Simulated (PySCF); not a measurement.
AlH₇O₂Si₂, SMILES [OH][Al]([OH])[SiH2][SiH3]. Atoms are numbered in the order given.

```xyz
12

Si     2.4656    -0.6608     0.0000
Si     0.8392     1.0414     0.0000
Al    -1.3639     0.0432     0.0000
O     -2.0781    -0.3154    -1.5043
O     -2.0781    -0.3154     1.5043
H      3.8560    -0.1158     0.0000
H      2.2933    -1.5221     1.2088
H      2.2933    -1.5221    -1.2088
H      1.0537     1.8931    -1.2106
H      1.0537     1.8931     1.2106
H     -2.9180    -0.7351    -1.7069
H     -2.9180    -0.7351     1.7069
```
Charge 0, spin multiplicity 1.

Coordinates come from a B3LYP-D3(BJ)/def2-SVP optimisation. The structure was generated by enumeration; whether it is a known compound was not checked. The values are those of a single conformer.

Two levels are set side by side: PBE/pcSseg-1 (PySCF) and PBE0/pcSseg-1 (PySCF). GIAO shifts against H2O (¹⁷O), TMS (²⁹Si), TMS (¹H) at the same level; non-relativistic, no solvent, atoms listed together averaged. Differences are taken from unrounded values.

| quantity | PBE0 |
|---|---|
| δ(²⁹Si) of Si1 (ppm) | -103.3 |
| δ(²⁹Si) of Si2 (ppm) | -148.7 |
| δ(¹⁷O) of O4, O5 (ppm) | 52.7 |
| δ(¹H) of H9, H10 (ppm) | 3.13 |
| δ(¹H) of H11, H12 (ppm) | 2.32 |

Question: What does PBE give, and how far is it from PBE0? (The exact figures need the calculation; the answer reports its results.)

Answer: 
```
quantity                    PBE  PBE minus PBE0
-----------------------  ------  --------------
δ(²⁹Si) of Si1 (ppm)     -107.4            -4.1
δ(²⁹Si) of Si2 (ppm)     -153.1            -4.4
δ(¹⁷O) of O4, O5 (ppm)     64.6            11.9
δ(¹H) of H9, H10 (ppm)     3.21            0.07
δ(¹H) of H11, H12 (ppm)    2.43            0.10
```

Rough cost on one machine, each run with all the roots and properties that it gave: PBE0 against PBE within a factor of 2.
